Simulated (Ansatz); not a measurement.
Ansatz results at the PBE0-D4/def2-TZVP geometry: HOMO energy (PBE/def2-TZVPP) -5.68 eV; HOMO energy (B3LYP/def2-TZVPP) -6.61 eV; HOMO energy (PBE0/def2-TZVPP) -6.86 eV.

Each molecule was computed in one conformer, which needn't be the lowest.

Which molecule gave them?
A. `[CH3][Ga]1[NH][Al]1[Cl]`
B. `C/C=C\[S][AlH2]`
C. `OBCCCl`
D. `C[C]1=[CH][AlH]1`

B. The others give `OBCCCl`: -6.79, -7.97, -8.20; `[CH3][Ga]1[NH][Al]1[Cl]`: -5.38, -6.14, -6.31; `C[C]1=[CH][AlH]1`: -5.24, -6.18, -6.37.

B3LYP here is the variant with VWN-RPA as its local correlation; programs differ in this.
